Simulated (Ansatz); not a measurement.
Cs₃F₂: single points at one geometry.

```yaml
crystal:
  periodic: [false, false, false]
  atoms:
    - {symbol: Cs, position_ang: [0.596278, 1.518701, 2.702523]}
    - {symbol: Cs, position_ang: [1.040412, 1.776481, -2.392003]}
    - {symbol: Cs, position_ang: [-1.050632, -2.109080, -0.198550]}
    - {symbol: F, position_ang: [-0.123721, -0.488575, -2.066887]}
    - {symbol: F, position_ang: [-0.462347, -0.697528, 1.954917]}
basis:
  gaussian: {orbitals: def2-SVP, initial_orbitals: start.molden}
magnetization: {spin_polarized: true, initial_magnetization: 1}
correlation: {method: ccsd_t}
scf: {omitted_lower_state_checks: [starts, cluster_reference]}
output: {orbitals: {seedname: orbitals}}
```

The file start.molden holds the orbitals of an earlier run on this structure, at another level or in another basis.

```sh
$ ansatz run in.yaml --threads 4 --pin off --events-out ev --progress --plain --max-ram 3916MiB
```

Output, abridged:

```
Functional definition: HF
944 factors; integrals over basis functions are off by at most 2.9e-4 eV
mean field evaluation 1: about -7031.8366 eV, gradient 1.2e1 eV
mean field evaluation 2: about -7032.3866 eV, gradient 7.4e-1 eV
mean field evaluation 4: about -7032.4136 eV, gradient 1.3e-1 eV
mean field evaluation 8: about -7032.4138 eV, gradient 4.5e-5 eV
mean field -7032.41380989 eV, -258.4364407720 hartree, gradient 1.8e-6 eV, S^2 0.750216; 0 other end points of the search recorded, 0 dependent functions left out
2 core orbitals not correlated: weight in the atoms' cores, before any rotation towards them, 1.000 or more for the frozen orbitals, at most 0.000 for the correlated occupied ones
reference -7032.41380989 eV, -258.4364407720 hartree; 21, 20 occupied and 77, 78 virtual orbitals, 944 factors
second order -14.08953178 eV of doubles, -0.00000000 eV of singles
cycle   1  -14.07414054 eV  change    1.5e-2 eV  update   1.2e-1
cycle   2  -14.38577126 eV  change   -3.1e-1 eV  update   4.9e-2
cycle   3  -14.50615064 eV  change   -1.2e-1 eV  update   2.9e-2
cycle   4  -14.50891141 eV  change   -2.8e-3 eV  update   1.2e-2
cycle   5  -14.49991160 eV  change    9.0e-3 eV  update   6.3e-3
cycle   6  -14.49946832 eV  change    4.4e-4 eV  update   2.5e-3
cycle   7  -14.50020061 eV  change   -7.3e-4 eV  update   1.3e-3
cycle   8  -14.50033537 eV  change   -1.3e-4 eV  update   5.1e-4
cycle   9  -14.50031713 eV  change    1.8e-5 eV  update   2.1e-4
cycle  10  -14.50039798 eV  change   -8.1e-5 eV  update   8.4e-5
cycle  11  -14.50039371 eV  change    4.3e-6 eV  update   3.7e-5
perturbative correction -0.20931063 eV, -0.0076920236 hartree
Total energy: -7047.12351422 eV, -258.9770124358 hartree
Checks for a lower state left out: starts, cluster_reference
```

It took 42 s on 4 threads of Arm Neoverse V1 on a shared host, peak host memory 1.3 GiB.

First input, but with `gaussian: {orbitals: def2-TZVP, initial_orbitals: start.molden}`, `hamiltonian: {xc: r2scan, dispersion: d4}`, `scf: {omitted_lower_state_checks: [starts]}` and without the key `correlation` (abridged; 9 s):

```
Functional definition: r2SCAN
mean field -7084.86382228 eV, -260.3639431754 hartree, gradient 2.4e-5 eV, S^2 0.750266
Total energy: -7084.88009634 eV, -260.3645412362 hartree
Checks for a lower state left out: starts
```

As the first input, with `gaussian: {orbitals: def2-TZVP, initial_orbitals: start.molden}`, `hamiltonian: {xc: pbe0, dispersion: d4}`, `scf: {omitted_lower_state_checks: [starts]}` and without the key `correlation` (abridged; 5.5 s):

```
Functional definition: PBE0
mean field -7080.93499426 eV, -260.2195614090 hartree, gradient 7.2e-6 eV, S^2 0.750098
Total energy: -7081.00703642 eV, -260.2222089093 hartree
Checks for a lower state left out: starts
```

As the first input, with `gaussian: {orbitals: def2-TZVP, initial_orbitals: start.molden}`, `hamiltonian: {xc: hse06, dispersion: d4}`, `scf: {omitted_lower_state_checks: [starts]}` and without the key `correlation` (abridged; 5.5 s):

```
Functional definition: HSE06
mean field -7080.59059779 eV, -260.2069050722 hartree, gradient 2.2e-5 eV, S^2 0.750104
Total energy: -7080.66251851 eV, -260.2095481099 hartree
Checks for a lower state left out: starts
```

As the first input, with `gaussian: {orbitals: def2-TZVP, initial_orbitals: start.molden}`, `hamiltonian: {xc: pbe, dispersion: d4}`, `scf: {omitted_lower_state_checks: [starts]}`, `output: {forces: true, orbitals: {seedname: orbitals}}` and without the key `correlation` (abridged; 4.1 s):

```
Functional definition: PBE
mean field -7081.73967374 eV, -260.2491328344 hartree, gradient 1.9e-5 eV, S^2 0.750095
Total energy: -7081.82175878 eV, -260.2521494039 hartree
Atom 0 force    -0.000910    -0.003461    -0.001600 eV/Å
Atom 1 force    -0.001979    -0.003204     0.000950 eV/Å
Atom 2 force    -0.001186    -0.003594    -0.000255 eV/Å
Atom 3 force     0.002905     0.005120    -0.003230 eV/Å
Atom 4 force     0.001170     0.005140     0.004134 eV/Å
Dipole moment:    -0.177044    -0.353073    -0.032984 e Å
Checks for a lower state left out: starts
```

First input, but with `gaussian: {orbitals: def2-TZVP, initial_orbitals: start.molden}`, `hamiltonian: {xc: {name: r2SCANh}, dispersion: d4}`, `scf: {omitted_lower_state_checks: [starts]}` and without the key `correlation` (abridged; 9.5 s):

```
Functional definition: r2SCANh
mean field -7083.93866202 eV, -260.3299441633 hartree, gradient 2.0e-5 eV, S^2 0.750232
Total energy: -7083.95794398 eV, -260.3306527622 hartree
Checks for a lower state left out: starts
```

Geometry: PBE-D4/def2-TZVP.

In the def2 sets Cs takes a core potential; there is no spin–orbit coupling. HSE06 is defined as in plane-wave codes, on full-range PBE exchange. Correlated methods freeze 2 core orbitals; core or outer-core shells of Cs are correlated, in sets that lack core-valence functions. Another isomer (doublet) lies 0.22 eV lower at PBE0-D4/def2-TZVP; other spin states weren't run for this one.
